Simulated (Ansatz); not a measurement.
pyridine (C5H5N), singlet, at a GFN2-xTB geometry; Ansatz (a first-principles code) with MP2/def2-TZVP.

The Ansatz input:
Ansatz 0.2 input:
```yaml
crystal:
  periodic: [false, false, false]
  atoms:
    - {symbol: N, position_ang: [0.00742982, -0.00202824, 1.39890042]}
    - {symbol: C, position_ang: [-0.00729504, 0.00199145, -1.37352275]}
    - {symbol: C, position_ang: [0.00593743, 1.13226510, 0.72050688]}
    - {symbol: C, position_ang: [0.00169873, -1.13434967, 0.71724306]}
    - {symbol: C, position_ang: [-0.00577111, -1.19111707, -0.66858228]}
    - {symbol: C, position_ang: [-0.00131259, 1.19305082, -0.66514919]}
    - {symbol: H, position_ang: [-0.01303551, 0.00355852, -2.45435009]}
    - {symbol: H, position_ang: [0.01080092, 2.03373642, 1.31980399]}
    - {symbol: H, position_ang: [0.00318739, -2.03755505, 1.31394154]}
    - {symbol: H, position_ang: [-0.01026046, -2.14122739, -1.18042206]}
    - {symbol: H, position_ang: [-0.00224565, 2.14464139, -1.17425062]}
basis:
  gaussian:
    orbitals: def2-TZVP
magnetization: {spin_polarized: false}
correlation: {method: mp2}
```

Output, abridged:

```
Functional definition: HF
1441 factors; integrals over basis functions are off by at most 1.2e-3 eV
mean field evaluation 1: about -6711.3745 eV, gradient 3.6e1 eV
mean field evaluation 2: about -6711.7252 eV, gradient 3.6e1 eV
mean field evaluation 4: about -6715.2708 eV, gradient 4.7e0 eV
mean field evaluation 8: about -6715.3336 eV, gradient 2.9e-1 eV
mean field evaluation 16: about -6715.3341 eV, gradient 2.6e-6 eV
mean field -6715.33405348 eV, -246.7839746485 hartree, gradient 2.6e-6 eV, S^2 0.000000; 0 other end points of the search recorded, 0 dependent functions left out; unrestricted orbitals would lower it
6 core orbitals not correlated
reference -6715.33405348 eV, -246.7839746485 hartree; 15, 15 occupied and 195, 195 virtual orbitals, 1441 factors
second order -26.26355825 eV of doubles, -0.00000000 eV of singles
Total energy: -6741.59761173 eV, -247.7491426119 hartree
```
